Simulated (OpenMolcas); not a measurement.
**A convergence study on InI (indium iodide (ini))**

InI has 2 atoms, charge 0, and is taken as a singlet. As SMILES, `[In][I]`. The shape comes from GFN2-xTB, which is rough for such elements, and wasn't checked as a minimum.

```xyz
2

In    0.0000    0.0000    0.0000
I     0.0000    0.0000    2.7892
```

Program: OpenMolcas 26.06. Method: revTPSS/def2-TZVP (core potential). Swept: integration grid. Watched: the energy change with the In1–I2 bond stretched from 2.789 to 4.184 Å. Each run: energy. Hardware: 1 thread of Arm Neoverse V1, shared host.

Deviations are taken from the sweep's last point, which isn't the limit.

```
integration grid  value (eV)  from the best (eV)  wall time
          Coarse      1.6972             -0.0227       15 s
         SG1Grid      1.7223             +0.0025       17 s
            Fine      1.7204             +0.0005       20 s
       UltraFine      1.7198              0.0000       43 s
```

Question: Which is the coarsest setting good to 0.005 eV?

Answer: SG1Grid: it is 0.0025 eV off and takes 17 s, against 43 s for UltraFine.

Question: Which is the coarsest setting good to 0.001 eV?

Answer: Fine: it is 0.0005 eV off and takes 20 s, against 43 s for UltraFine.
